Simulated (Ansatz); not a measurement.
Consider the cleavage of the Ge–Si bond: `CO[SiH](C)[GeH3]` + H₂S → `[SH][GeH3]` + `CO[SiH2]C`.

Gas-phase electronic energies from Ansatz, PBE0-D4/def2-TZVP geometries. CCSD(T)/CBS is the MP2 limit (def2-TZVPP, def2-QZVPP) plus CCSD(T) − MP2 in def2-TZVPP, frozen cores. This one scheme is used for every species. DFT in def2-TZVPP. B3LYP here is the variant with VWN-RPA as its local correlation; programs differ in this. HSE06 is defined as in plane-wave codes. For Ge outer-core shells are correlated without core-valence functions, which leaves a few kJ/mol of doubt a bond. Scalar relativity is left out up to krypton. One conformer a species, not always the lowest.

```csv
level,ΔE (kcal/mol),difference from CCSD(T)/CBS
BLYP-D4,-5.6,0.7
B3LYP-D4,-6.3,0.0
HSE06-D4,-5.7,0.6
B2PLYP,-7.8,-1.5
revPBE,-6.1,0.2
BHLYP,-8.9,-2.6
CAM-B3LYP,-7.7,-1.4
RPA@PBE/def2-TZVPP,-6.6,-0.3
MP2/def2-SVP,-7.9,-1.6
MP2/CBS(def2),-7.5,-1.2
CCSD(T)/CBS,-6.3,0
```

Q: What do rigid-rotor, harmonic-oscillator terms from PBE0-D4/def2-TZVP frequencies (298.15 K, 1 bar) make of the CCSD(T)/CBS value? (Estimate.)

A: Computed: ΔZPE = +1.2 kcal/mol, ΔH = -6.0 kcal/mol, ΔS = 4 J/(mol·K), ΔG = -6.3 kcal/mol.

Largest T1 diagnostic among the species: 0.012.

From PBE to PBE0 (25 % exact exchange), in def2-TZVPP and without D4, ΔE moves by −1.0 kcal/mol. Leaving LDA and LC-ωPBE aside and taking each functional with its dispersion term where it has one, the values, not all of them listed here, spread over 3.2 kcal/mol, from B2PLYP to PBE-D4. LDA lies +1.7 kcal/mol from PBE without D4. The D4 term adds +1.4 kcal/mol with B3LYP and +0.9 kcal/mol with PBE0; it sums over pairs of atoms, weighted by their polarisabilities, and B3LYP, whose exchange is more repulsive, gets the larger term.
